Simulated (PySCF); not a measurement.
Correlation energy of C²⁺ (carbon, charge +2)

[He] 2s2, closed-shell 1S. All numbers are calculated (PySCF 2.14, the non-relativistic Hamiltonian (point nucleus), in dyall-av2z (11s7p2d, 42 functions)). Frozen: 1s2; 2 electrons correlated; the 8 highest virtual orbitals of each spin left out.

With two correlated electrons CCSD is exact within the correlated space (frozen core and kept virtual orbitals).

```tsv
level	correlation energy (mhartree)
CCSD	-74.26
```

Diagnostics: T1 = 0.0091, D1 = 0.0128, largest double amplitude 0.156.

Task: Is a single reference adequate?

Result: Not fully. A double-excitation amplitude exceeds 0.15, a sign of near-degeneracy.
